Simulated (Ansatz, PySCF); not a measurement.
Noncovalent pair: HF (SMILES F) (first 2 atoms) with AsH3 (SMILES [AsH3]); geometry from B3LYP-D3(BJ)/def2-TZVP.
(charge 0, multiplicity 1):
```tsv
atom	x (Å)	y (Å)	z (Å)
F	0.3919	-0.7698	-0.4188
H	0.3315	-0.4354	0.4541
As	0.1790	0.4219	2.6851
H	1.3557	1.0807	3.3815
H	-0.1715	-0.4591	3.8703
H	-0.8016	1.5157	3.0668
```

Counterpoise-corrected where a basis set is named; no monomer relaxation. Rows marked so take none.

Frozen-core correlation. Filled d and f shells under p-block atoms count as core. Rows in 6-31G* carry no dispersion term and start afresh at each structure (6-31G* with six Cartesian d functions); the Pople sets are all-electron and without relativity.

Codes used: Ansatz (Gaussian basis) for Hartree–Fock, density functionals and correlated methods; PySCF for 6-31G* rows, the dispersion terms. Values without a source in brackets are computed.

Question: One of these levels gives -4.20 kcal/mol for the interaction energy. Name it.
A) B3LYP/6-31G* (no counterpoise)
B) r2SCAN-D4/def2-TZVPPD
C) CCSD/aug-cc-pVDZ

Answer: A, B3LYP/6-31G* (no counterpoise). The others give -4.84 (r2SCAN-D4/def2-TZVPPD), -2.98 (CCSD/aug-cc-pVDZ)

Ansatz is a program for electronic structure.
